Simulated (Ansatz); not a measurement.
Single points on Si₄H₆.

```yaml
crystal:
  periodic: [false, false, false]
  atoms:
    - {symbol: Si, position_ang: [1.669821, -0.579805, 0.431611]}
    - {symbol: Si, position_ang: [-0.372777, -1.119534, -0.495749]}
    - {symbol: Si, position_ang: [-1.681918, 0.527011, 0.451836]}
    - {symbol: Si, position_ang: [0.385558, 1.173540, -0.342529]}
    - {symbol: H, position_ang: [-0.692227, -2.065314, -1.618904]}
    - {symbol: H, position_ang: [2.016755, -0.793437, 1.880299]}
    - {symbol: H, position_ang: [0.734737, 2.248041, -1.333280]}
    - {symbol: H, position_ang: [-2.072445, 0.555557, 1.904910]}
    - {symbol: H, position_ang: [2.837305, -0.907865, -0.456187]}
    - {symbol: H, position_ang: [-2.824810, 0.961817, -0.421996]}
basis:
  gaussian: {orbitals: def2-TZVP, initial_orbitals: start.molden}
hamiltonian: {xc: lda}
scf: {omitted_lower_state_checks: [starts]}
output: {orbitals: {seedname: orbitals}}
```

The file start.molden holds the orbitals of an earlier run on this structure, at another level or in another basis.

```sh
$ ansatz run in.yaml --threads 4 --pin off --events-out ev --progress --plain --max-ram 3916MiB
```

Shortened log:

```
Functional definition: SPW92
1272 factors; their error is unknown
mean field evaluation 1: about -31480.3087 eV, gradient 2.7e1 eV
mean field evaluation 2: about -31480.7016 eV, gradient 5.2e-1 eV
mean field evaluation 4: about -31480.6790 eV, gradient 4.5e-2 eV
mean field -31480.67901297 eV, -1156.8936153560 hartree, gradient 3.7e-5 eV, S^2 0.000000; 0 other end points of the search recorded, 0 dependent functions left out
reference -31480.67905950 eV, -1156.8936170661 hartree; 31, 31 occupied and 153, 153 virtual orbitals, 1272 factors
Total energy: -31480.67905950 eV, -1156.8936170661 hartree
Checks for a lower state left out: starts
```

Hardware: 4 threads of Arm Neoverse V2 on a shared host. Wall time 0.85 s.

The first input with `hamiltonian: {xc: pbe, dispersion: d4}`, `output: {forces: true, orbitals: {seedname: orbitals}}` (abridged; 1.7 s):

```
Functional definition: PBE
mean field -31591.39651239 eV, -1160.9624084126 hartree, gradient 9.2e-6 eV, S^2 0.000000
Total energy: -31591.71041398 eV, -1160.9739440835 hartree
Atom 0 force    -0.031288     0.006681    -0.051179 eV/Å
Atom 1 force     0.037287     0.110503     0.018732 eV/Å
Atom 2 force     0.028369    -0.013210    -0.051249 eV/Å
Atom 3 force    -0.038110    -0.113170    -0.001025 eV/Å
Atom 4 force     0.022852     0.065742     0.092488 eV/Å
Atom 5 force    -0.020908     0.019681    -0.142280 eV/Å
Atom 6 force    -0.024255    -0.073372     0.086869 eV/Å
Atom 7 force     0.027580     0.005529    -0.142707 eV/Å
Atom 8 force    -0.105051     0.030148     0.095798 eV/Å
Atom 9 force     0.103523    -0.038533     0.094552 eV/Å
Dipole moment:     0.000626     0.002291    -0.023710 e Å
Checks for a lower state left out: starts
```

The first input with `hamiltonian: {xc: {name: PBE-QIDH}}` and without the key `output` (abridged; 3.2 s):

```
Functional definition: PBE-QIDH
mean field -31579.78131367 eV, -1160.5355577327 hartree, gradient 7.7e-6 eV, S^2 0.000000
20 core orbitals not correlated: weight in the atoms' cores, before any rotation towards them, 1.000 or more for the frozen orbitals, at most 0.000 for the correlated occupied ones
second order -14.70508595 eV of doubles, -0.00000000 eV of singles
Total energy: -31584.68302470 eV, -1160.7156922907 hartree
Checks for a lower state left out: starts
```

As the first input, with `gaussian: {orbitals: def2-TZVPP, initial_orbitals: start.molden}`, `correlation: {method: ccsd_t}` and without the key `hamiltonian` (abridged; 3.4 min):

```
Functional definition: HF
mean field -31543.02711190 eV, -1159.1848657306 hartree, gradient 2.3e-6 eV, S^2 0.000000
20 core orbitals not correlated: weight in the atoms' cores, before any rotation towards them, 1.000 or more for the frozen orbitals, at most 0.000 for the correlated occupied ones
second order -13.24514611 eV of doubles, -0.00000000 eV of singles
cycle   1  -14.29420380 eV  change    -1.0e0 eV  update   1.1e-1
cycle   2  -14.80641003 eV  change   -5.1e-1 eV  update   3.4e-2
cycle   3  -14.88240604 eV  change   -7.6e-2 eV  update   1.4e-2
cycle   4  -14.87720119 eV  change    5.2e-3 eV  update   4.2e-3
cycle   5  -14.87545482 eV  change    1.7e-3 eV  update   1.5e-3
cycle   6  -14.87500802 eV  change    4.5e-4 eV  update   5.6e-4
cycle   7  -14.87498952 eV  change    1.8e-5 eV  update   1.9e-4
cycle   8  -14.87508989 eV  change   -1.0e-4 eV  update   8.1e-5
cycle   9  -14.87509057 eV  change   -6.8e-7 eV  update   2.6e-5
perturbative correction -0.79192336 eV, -0.0291026468 hartree
Total energy: -31558.69412583 eV, -1159.7606178731 hartree
Checks for a lower state left out: starts
```

First input, but with `hamiltonian: {xc: pbe0, dispersion: d4}` (abridged; 2.5 s):

```
Functional definition: PBE0
mean field -31594.45636879 eV, -1161.0748560615 hartree, gradient 2.2e-5 eV, S^2 0.000000
Total energy: -31594.72550621 eV, -1161.0847466789 hartree
Checks for a lower state left out: starts
```

The first input with `hamiltonian: {xc: r2scan, dispersion: d4}` (abridged; 3.1 s):

```
Functional definition: r2SCAN
mean field -31604.81696469 eV, -1161.4556009379 hartree, gradient 1.3e-5 eV, S^2 0.000000
Total energy: -31604.88760207 eV, -1161.4581968138 hartree
Checks for a lower state left out: starts
```

Geometry: PBE-D4/def2-SVP.

Correlated methods freeze 20 core orbitals. Another isomer (singlet) lies 0.07 eV lower at PBE0-D4/def2-TZVP; other spin states weren't run for this one.
